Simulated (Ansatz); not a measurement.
Al₃Sb₃H₁₂. The state is a singlet with charge 0. Geometry PBE-D4/def2-SVP.

```xyz
18

Al   -1.888   -0.806   -1.325
Al    0.369   -1.600   -0.152
Al    2.913    0.614   -0.082
Sb   -3.235    0.959    0.168
Sb    0.000   -0.852    2.423
Sb    0.773    1.857    1.975
H    -0.201   -0.330   -1.219
H    -2.148   -1.251   -2.837
H     0.985   -2.959   -0.715
H    -1.432   -2.109   -0.344
H     3.461    1.438   -1.336
H     3.658    0.484    1.326
H    -2.930    2.156   -1.055
H    -4.703    0.487   -0.638
H     2.007   -0.710   -0.452
H     1.649   -1.203    2.842
H     1.454    1.676    0.280
H    -0.730    2.150    1.142
```

In the def2 sets Sb takes a core potential; there is no spin–orbit coupling.

(1) Estimate the orbital energies around the gap (eV) in Ansatz with PBE-D4/def2-SVP, PBE-D4/def2-TZVP, PBE-D4/def2-TZVPD, PBE0-D4/def2-SVP, PBE0-D4/def2-TZVP.

Answers

(1) 
| orbital | PBE-D4/def2-SVP | PBE-D4/def2-TZVP | PBE-D4/def2-TZVPD | PBE0-D4/def2-SVP | PBE0-D4/def2-TZVP |
| --- | --- | --- | --- | --- | --- |
| HOMO−9 | -8.56 | -8.57 | -8.57 | -9.88 | -9.86 |
| HOMO−8 | -8.12 | -8.14 | -8.14 | -9.37 | -9.36 |
| HOMO−7 | -7.99 | -7.99 | -7.99 | -9.24 | -9.22 |
| HOMO−6 | -7.70 | -7.71 | -7.71 | -8.92 | -8.91 |
| HOMO−5 | -7.55 | -7.56 | -7.56 | -8.80 | -8.79 |
| HOMO−4 | -7.16 | -7.18 | -7.18 | -8.35 | -8.35 |
| HOMO−3 | -6.90 | -6.93 | -6.94 | -8.02 | -8.02 |
| HOMO−2 | -6.56 | -6.58 | -6.58 | -7.49 | -7.48 |
| HOMO−1 | -6.10 | -6.12 | -6.12 | -7.05 | -7.05 |
| HOMO | -5.85 | -5.88 | -5.89 | -6.81 | -6.81 |
| LUMO | -3.01 | -3.04 | -3.05 | -2.31 | -2.32 |
| LUMO+1 | -2.56 | -2.64 | -2.65 | -1.93 | -1.99 |
| LUMO+2 | -1.85 | -1.94 | -1.97 | -1.14 | -1.21 |
| LUMO+3 | -1.59 | -1.68 | -1.71 | -0.87 | -0.94 |
| LUMO+4 | -1.19 | -1.32 | -1.42 | -0.47 | -0.60 |
| LUMO+5 | -1.01 | -1.19 | -1.26 | -0.27 | -0.44 |
